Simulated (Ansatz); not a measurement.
Wavefunction ladder for C2H5GeNO (`C[O][GeH2][C]#N`)

```xyz
10

C     0.5932   -1.4972   -0.7241
O     0.5325   -0.5462    0.3163
Ge   -0.5124    0.8594    0.0954
C    -0.2855    1.8490    1.7246
N    -0.1789    2.4739    2.6852
H     0.9716   -1.0637   -1.6587
H    -0.3842   -1.9554   -0.9226
H     1.2809   -2.2849   -0.4117
H    -0.0344    1.7244   -1.0777
H    -1.9830    0.4406   -0.0268
```

The species carries charge 0 and has multiplicity 1. Correlated methods include outer-core shells of Ge, which these sets cover unevenly. Scalar relativity is left out up to krypton. Geometry: relaxed with PBE0-D4/def2-TZVP. It is one conformer, not always the lowest. Frozen core, restricted reference, Ansatz.

```
     basis      HF (Eh)  MP2 corr.  CCSD corr.       (T)  CCSD(T) total
  def2-SVP  -2282.89750          ?    -0.85879  -0.02803              ?
def2-TZVPP            ?          ?           ?  -0.04364              ?
def2-QZVPP  -2283.46465   -1.31508           –         –              –
```

Q: Fill in the withheld values. (Estimate.)

A: Computed: def2-SVP MP2 corr.: -0.83184; def2-SVP CCSD(T) total: -2283.78432; def2-TZVPP HF (Eh): -2283.41330; def2-TZVPP MP2 corr.: -1.00006; def2-TZVPP CCSD corr.: -1.02017; def2-TZVPP CCSD(T) total: -2284.47711.
